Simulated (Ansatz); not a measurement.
The same path of ClGeH$_{3}$ (5 atoms, charge 0, multiplicity 1) was run twice with different band settings. Lost on the way: Ge1–Cl2, Ge1–H3. Made: Cl2–H3.

All numbers below come from RKS B3LYP-D4/def2-SVP (Ansatz 0.2.0).

Relaxed end points:

```xyz
5
Properties=species:S:1:pos:R:3
Ge 0.298 0.000 0.074
Cl 0.694 0.000 2.219
H 1.654 0.000 -0.650
H -0.508 1.270 -0.244
H -0.508 -1.270 -0.244
```

```xyz
5
Properties=species:S:1:pos:R:3
Ge -0.236 0.000 -0.837
Cl 1.437 0.000 1.410
H 2.543 0.000 0.739
H -1.056 1.146 -0.079
H -1.056 -1.146 -0.079
```

Common settings: movable images 7; climbing image yes; spring 5.0 eV/Å²; optimiser quadratic models (default); force threshold 0.03 eV/Å; iteration limit 60; end points relaxed.

| run | start path |
| --- | --- |
| 1 | through a guess of the saddle point |
| 2 | straight line |

**Question.** What does each run give, and how far can it be trusted?

**Answer.** Run 1: converged after 9 iterations, highest image 2.328 eV above the first end. A vibrational analysis at the climbing image gives one clearly imaginary mode, 840i cm⁻¹: a first-order saddle point.
Run 2: converged after 7 iterations, highest image 2.328 eV above the first end. Another band between the same ends (7 images) ends at a top of the same energy, where a vibrational analysis finds 1 clearly imaginary mode.
The orbitals stay closed-shell, which can raise the energy where a bond breaks towards radicals; this wasn't checked here.
